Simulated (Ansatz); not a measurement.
Conformers of `[NH2][GaH][OH]`, each relaxed with PBE0-D4/def2-TZVP in Ansatz. CBS adds the triple-zeta coupled-cluster correction to the MP2 limit.

Outer-core shells of Ga are correlated without core-valence functions. Scalar relativity is left out up to krypton. Spin–orbit coupling is left out.

Not all of them had a frequency check.

Conformer A:

Cartesian coordinates in Å:
```
N 0.872 -0.415 -0.961
Ga -0.049 -0.075 0.553
O -1.474 0.967 0.261
H 0.600 -0.051 -1.857
H 1.703 -0.978 -1.007
H 0.329 -0.612 1.961
H -1.981 1.163 1.049
```

Conformer B:

```xyz
7

N    -0.404   -0.762    0.851
Ga    0.517   -0.076   -0.551
O     0.173    1.614   -1.025
H    -1.095   -0.264    1.384
H    -0.276   -1.701    1.187
H     1.578   -0.862   -1.357
H    -0.493    2.050   -0.489
```

Problem. Which is lowest in electronic energy at CCSD(T)/CBS (frozen core, def2 sets), and by how much? (An estimate is asked.)

Solution. The calculation gave: A; B lies 1.6 kJ/mol higher. Gaps under about 2 kJ/mol don't settle the order.

Problem. Give the energies relative to A (kJ/mol) with r2SCAN-D4/def2-TZVPP, ωB97X-V/def2-TZVPP, B2PLYP/def2-TZVPP, HF/def2-QZVPP, SCS-MP2/def2-QZVPP, HF/CBS(def2), MP2/CBS(def2). (Estimate.)

Solution. The calculation gave: 
```
               level    B
r2SCAN-D4/def2-TZVPP  2.3
  ωB97X-V/def2-TZVPP  1.6
   B2PLYP/def2-TZVPP  1.8
       HF/def2-QZVPP  1.2
  SCS-MP2/def2-QZVPP  1.7
        HF/CBS(def2)  1.2
       MP2/CBS(def2)  1.8
```
